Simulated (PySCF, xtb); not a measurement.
Si(H)(Cl)(Me)(NH2) (CH6ClNSi), SMILES C[SiH](N)Cl.

Coordinates come from a B3LYP-D3(BJ)/def2-SVP optimisation. The values are those of a single conformer.

Calculation: IEF-PCM-PBE0/def2-SVP (PySCF).

The values are the electrostatic part of the solvation free energy, E(continuum) − E(gas) at the gas-phase geometry, in a cavity of scaled van der Waals radii (PySCF's table); cavitation and dispersion terms are not included. In vacuum the orbital gap is 9.02 eV. The dipole moment in vacuum is 2.07 D.

| solvent | ε | ΔG(elec) (kcal/mol) | dipole (D) | gap (eV) |
|---|---|---|---|---|
| water | 78.36 | -4.6 | 2.59 | 9.27 |
| toluene | 2.37 | -2.2 | 2.33 | 9.15 |
| dichloromethane | 8.93 | ? | ? | ? |

Task: Some entries are withheld; supply them. (An estimate is asked for; the answer gives what the named calculation found.)

Result: 
- dichloromethane, ΔG(elec) (kcal/mol): -3.9
- dichloromethane, dipole (D): 2.52
- dichloromethane, gap (eV): 9.24

For comparison, GFN2-xTB/ALPB(water) (xtb, at the GFN2-xTB geometry, all terms of that model) gives -3.7 kcal/mol.
